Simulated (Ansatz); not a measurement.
C2H4BFOSe can be A, `OB1CC1(F)[SeH]`, or B, `B[C@@H]1O[C@@]1(F)[SeH]`.

Computed with Ansatz on PBE0-D4/def2-TZVP structures; ΔE is electronic, products minus reactants. CCSD(T)/CBS adds triple-zeta CCSD(T) − MP2 to the extrapolated MP2 energy (def2 sets, frozen cores). DFT in def2-TZVPP. B3LYP here is the variant with VWN-RPA as its local correlation; programs differ in this. For Se outer-core shells are correlated without core-valence functions, which leaves a few kJ/mol of doubt a bond. Scalar relativity is left out up to krypton. Each species was taken in one conformer, which may not be the lowest.

A:

```xyz
10

O     0.732   -0.904   -1.999
B     0.436   -0.341   -0.828
C     0.906    0.026    0.578
C    -0.460    0.527    0.072
F    -0.624    1.884   -0.035
Se   -1.992   -0.421    0.718
H     0.085   -0.734   -2.690
H     0.960   -0.596    1.465
H     1.658    0.819    0.564
H    -1.702   -0.261    2.155
```

B:

```xyz
10

B    -1.714    0.067   -0.423
C    -0.208   -0.031   -0.729
O     0.466   -1.334   -0.555
C     0.728   -0.389    0.367
F     0.225   -0.612    1.600
Se    2.563    0.222    0.441
H    -2.296   -0.848    0.067
H    -2.274    1.094   -0.667
H     0.249    0.558   -1.521
H     2.263    1.273    1.421
```

Question: Which is lower in electronic energy at CCSD(T)/CBS, and by how much? (Estimate.)

Answer: The calculation gave: A, by 188.4 kJ/mol.

Question: Give E(B) − E(A) in kJ/mol with ωB97M-V, MP2/def2-TZVPP, CCSD/def2-TZVPP, HF/def2-TZVPP, r2SCAN-D4, PBE-D4, B3LYP. (Estimate.)

Answer: The calculation gave: ωB97M-V 188.1, MP2/def2-TZVPP 188.8, CCSD/def2-TZVPP 183.6, HF/def2-TZVPP 172.7, r2SCAN-D4 185.0, PBE-D4 186.4, B3LYP 184.9. None reverses the order clearly.

Largest T1 diagnostic: 0.012.

In def2-TZVPP, CCSD(T) changes the Hartree–Fock value by +9.4 kJ/mol (the triples alone add −1.4 kJ/mol) and MP2 by +16.0 kJ/mol. From PBE to PBE0 (25 % exact exchange), in def2-TZVPP and without D4, E(B) − E(A) moves by +4.2 kJ/mol.
